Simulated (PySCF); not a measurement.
C₅H₄ClOS (charge -1).
Cartesian coordinates in Å at the GFN2-xTB level; atoms count from 1:
```
atom  x, y, z in Å
C1    -1.651   -0.508   -0.035
C2    -0.299    0.125    0.049
C3    -0.069    1.419    0.373
S4     1.631    1.814    0.374
C5     2.102    0.082   -0.107
O6     3.275   -0.234   -0.262
C7     0.898   -0.584   -0.208
Cl8    0.869   -2.274   -0.649
H9    -2.427    0.219    0.203
H10   -1.825   -0.898   -1.039
H11   -1.721   -1.345    0.661
H12   -0.783    2.183    0.614
```

A PySCF run (density fitting, gas phase, GFN2-xTB geometry) gave HOMO 0.11 eV, LUMO 4.88 eV and E = -1124.451 Eh.

Problem. Which of these levels was it?
A. PBE0/pcSseg-1
B. HSE06/pcSseg-0
C. OPBE/cc-pVDZ
D. wB97X/pcSseg-1
E. KT3/aug-cc-pVDZ

Solution. B. It is HSE06/pcSseg-0. All candidates on this geometry:

| level and settings | kind | basis functions | SCF cycles | E (Eh) | HOMO (eV) | LUMO (eV) |
| --- | --- | --- | --- | --- | --- | --- |
| KT3/aug-cc-pVDZ, energy threshold 1e-06 Eh, fitting basis def2-universal-jkfit | GGA | 228 | 11 | -1136.7441 | 0.37 | 2.10 |
| OPBE/cc-pVDZ, grid level 1 | GGA | 140 | 14 | -1126.4670 | 0.92 | 4.45 |
| HSE06/pcSseg-0 | screened hybrid, exact exchange at short range | 88 | 15 | -1124.4509 | 0.11 | 4.88 |
| PBE0/pcSseg-1 | global hybrid | 170 | 15 | -1125.9365 | -0.39 | 5.01 |
| wB97X/pcSseg-1, energy threshold 1e-11 Eh, start guess sap | range-separated hybrid | 170 | 23 | -1126.4565 | -2.51 | 7.04 |

The nearest other candidate, by the summed differences of HOMO and LUMO, is PBE0/pcSseg-1: its HOMO differs by -0.50 eV and its LUMO by +0.13 eV. Cycle counts include a coarse-grid stage where the run had one. KT3 was designed for NMR shieldings or shifts; total energies of different functionals aren't comparable. The HOMO energy is positive at HSE06/pcSseg-0, KT3/aug-cc-pVDZ and OPBE/cc-pVDZ; such an orbital is held in place by the finite basis.
